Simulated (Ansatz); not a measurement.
Consider the ligand exchange at the Si–C bond: `O[SiH2]C[SiH2]O` + `NC=O` → `O=CN[SiH2]O` + `C[SiH2]O`.

Isolated molecules relaxed with PBE0-D4/def2-TZVP in Ansatz; ΔE leaves out vibrations. CCSD(T)/CBS adds triple-zeta CCSD(T) − MP2 to the extrapolated MP2 energy (def2 sets, frozen cores). This one scheme is used for every species. Each species was taken in one conformer, which may not be the lowest.

| species | CCSD(T)/CBS(def2) energy (Eh) |
| --- | --- |
| `O[SiH2]C[SiH2]O` | -771.48706 |
| `NC=O` | -169.73435 |
| `O=CN[SiH2]O` | -535.27223 |
| `C[SiH2]O` | -405.96945 |

Work out ΔE.

ΔE = (-535.27223) + (-405.96945) − (-771.48706) − (-169.73435) = -0.02027 Eh = -53.2 kJ/mol.

Largest T1 diagnostic among the species: 0.016.

The D4 term adds +4.2 kJ/mol with B3LYP and +2.5 kJ/mol with PBE0; it sums over pairs of atoms, weighted by their polarisabilities, and B3LYP, whose exchange is more repulsive, gets the larger term. In def2-TZVPP, CCSD(T) changes the Hartree–Fock value by +10.7 kJ/mol (the triples alone add +1.2 kJ/mol) and MP2 by +11.0 kJ/mol.

B3LYP here is the variant with VWN-RPA as its local correlation; programs differ in this.
